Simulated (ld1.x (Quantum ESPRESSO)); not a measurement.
Configuration tests for aluminium (Al) (TM semilocal)

ld1.x (Quantum ESPRESSO) 7.5 input, shortened:

```
&input
   title='Al', zed=13., rel=1, dft='PBE', iswitch=3,
   config='[Ne] 3s2 3p0 3d-2'
 /
 &inputp
   pseudotype=1, tm=.true., lloc=1,
   nlcc=.true., rcore=1.15
 /
3
3S  1  0   2.00   0.00  1.65  1.65  0.0
3D  3  2  -2.00  -0.15  2.45  2.45  0.0
3P  2  1   0.00   0.00  2.35  2.35  0.0
 &test
   configts(1)='3s2 3p0'
 /
```

Energies are relative to the spin-unpolarised reference configuration 3s2 3p0; without spin polarisation the order of configurations can differ from experiment. The frozen-core shift is the all-electron ΔE with the core orbitals held at their reference shape minus the fully relaxed ΔE.

(1) Give the all-electron excitation energy and the error of the potential for: 3s2 3p1; 3s1 3p0; 3s2 3p0.5; 3s1 3p2; 3s2 3p1.3; 3s1 3p1; 3s0 3p3.

Levels in the configuration 3s1 3p2:

| level | all-electron (eV) | pseudo (eV) |
| --- | --- | --- |
| 3s | -8.574 | -8.581 |
| 3p | -3.343 | -3.343 |

Answers

(1)

| valence configuration | charge | ΔE all-electron (eV) | error AE − PS (meV) | frozen-core shift (meV) |
| --- | --- | --- | --- | --- |
| 3s2 3p1 | 0 | -5.761 | +2.1 | +0.6 |
| 3s1 3p0 | +2 | 19.225 | +4.7 | +13 |
| 3s2 3p0.5 | +0.5 | -3.676 | +0.8 | +0.2 |
| 3s1 3p2 | 0 | -0.622 | -3.1 | +0.3 |
| 3s2 3p1.3 | -0.3 | -6.336 | +2.7 | +0.7 |
| 3s1 3p1 | +1 | 5.810 | -2.7 | +1.6 |
| 3s0 3p3 | 0 | 4.689 | -13 | +3.0 |
